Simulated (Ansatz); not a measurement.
Reaction (SMILES): CCC([SeH])CC [pentane-3-selenol] + 5 [H][H] (H2) → 5 C (CH4) + [SeH2] (H2Se)
Each molecule is optimised on its own at B3LYP-D3(BJ)/def2-TZVP (Ansatz, a first-principles code), one conformer each, not searched for the lowest.
Geometry of the first species:
```xyz
18

C     -2.6213    -0.8198    -0.0032
C     -1.2700    -1.2889    -0.5290
C     -0.0563    -0.7119     0.1974
Se     0.0557     1.2723     0.0016
C      1.2458    -1.3994    -0.2093
C      2.4583    -1.0428     0.6422
H     -2.7305    -1.0588     1.0576
H     -3.4359    -1.3087    -0.5400
H     -2.7363     0.2581    -0.1158
H     -1.1850    -1.0680    -1.5973
H     -1.2105    -2.3797    -0.4393
H     -0.1982    -0.8194     1.2769
H      0.2392     1.2240    -1.4595
H      1.4495    -1.1837    -1.2626
H      1.0719    -2.4800    -0.1493
H      2.2782    -1.2788     1.6941
H      3.3358    -1.6061     0.3205
H      2.6903     0.0198     0.5738
```

Wanted: energy of full hydrogenation (electronic energy difference), in kcal/mol. Correlated levels leave the core frozen unless marked. Spin-orbit coupling is left out. The frozen core is the preceding noble-gas configuration, with the filled d and f shells of earlier blocks. Non-relativistic. CBS(X,Y): correlation extrapolated as X^-3; Hartree-Fock from the larger set.

| level | program | energy of full hydrogenation (kcal/mol) |
|---|---|---|
| CCSD/aug-cc-pVDZ | Ansatz | (withheld) |
| CCSD(T)/CBS(cc-pVTZ,cc-pVQZ) | Ansatz | (withheld) |

Complete the blanks.


- CCSD/aug-cc-pVDZ, energy of full hydrogenation (kcal/mol): -82.7
- CCSD(T)/CBS(cc-pVTZ,cc-pVQZ), energy of full hydrogenation (kcal/mol): -80.3
